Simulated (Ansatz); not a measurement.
Consider the formal exchange of groups at a B–Si bond: `C[SiH2]BO[SiH3]` + `C#CCOCF` → `FCOBO[SiH3]` + `C#CC[SiH2]C`.

Calculated with Ansatz (gas phase, PBE0-D4/def2-TZVP geometries, no zero-point term in ΔE). CCSD(T)/CBS adds triple-zeta CCSD(T) − MP2 to the extrapolated MP2 energy (def2 sets, frozen cores). Functionals use def2-TZVPP. One conformer a species, not always the lowest.

Is it downhill or uphill in electronic energy at CCSD(T)/CBS, and by how much? (An estimate is asked.)

The calculation gave: Downhill: ΔE = -2.60 eV.

What do these levels give: r2SCAN, HF/def2-TZVPP, MP2/def2-TZVPP, HF/CBS(def2), MP2/CBS(def2), CCSD/CBS(def2)? (Best estimate.)

The calculation gave: r2SCAN -2.61, HF/def2-TZVPP -2.67, MP2/def2-TZVPP -2.72, HF/CBS(def2) -2.69, MP2/CBS(def2) -2.74, CCSD/CBS(def2) -2.62 eV.

Largest T1 diagnostic among the species: 0.013.

From PBE to PBE0 (25 % exact exchange), in def2-TZVPP and without D4, ΔE moves by −0.10 eV.
